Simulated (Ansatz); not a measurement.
Consider the formal exchange of groups at the Al–Si bond: `CC1=C[SiH]1[AlH2]` + `FC[SiH3]` → `F[CH]([AlH2])[SiH3]` + `CC1=C[SiH2]1`.

Computed with Ansatz on PBE0-D4/def2-TZVP structures; ΔE is electronic, products minus reactants. CCSD(T)/CBS adds triple-zeta CCSD(T) − MP2 to the extrapolated MP2 energy (def2 sets, frozen cores). DFT in def2-TZVPP. HSE06 is defined as in plane-wave codes.

```csv
level,ΔE (eV)
r2SCAN-D4,0.23
HSE06-D4,0.29
```

Task: What does CCSD(T)/CBS give? (Estimate.)

Result: The calculation gave: +0.21 eV. The listed levels differ from it by 0.02, 0.08 eV.

Largest T1 diagnostic among the species: 0.014.

From BLYP to BHLYP (50 % exact exchange), in def2-TZVPP and without D4, ΔE moves by −0.05 eV. Leaving LDA and LC-ωPBE aside and taking each functional with its dispersion term where it has one, the values, not all of them listed here, spread over 0.19 eV, from ωB97M-V to PBE-D4. LDA lies −0.05 eV from PBE without D4.
